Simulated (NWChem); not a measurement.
System: C2H7NSi, singlet; SMILES CN(C)[SiH]

```xyz
11

Si     0.0424    -1.4731     0.0000
H     -1.4884    -1.6323     0.0000
N      0.0027     0.2586     0.0000
C      1.2471     1.0022     0.0000
C     -1.1586     1.1221     0.0000
H      1.3255     1.6519    -0.8908
H      1.3255     1.6519     0.8908
H      2.1038     0.3126     0.0000
H     -1.1651     1.7790     0.8895
H     -1.1651     1.7790    -0.8895
H     -2.0788     0.5250     0.0000
```
Atoms are numbered in this order, from 1.

Program: NWChem. Low-valent species are run as closed-shell singlets; no triplet was tried in these runs. The geometry was optimised at PBE0/def2-SVP.

### Question
Order these runs by computing time, cheapest first, and give rough ratios: PBE0/pcseg-1; PBE0/pcseg-2; PBE0/STO-3G.

### Answer
PBE0/STO-3G (1), PBE0/pcseg-1 (3), PBE0/pcseg-2 (20). Ratios are rough, from one shared machine; the cheapest took very roughly 3 core-seconds. What differs between the cheapest and the dearest: highest occupied level (eV) -3.07 → -6.25; orbital gap (eV) 6.02 → 4.69; dipole (D) 1.22 → 2.14.
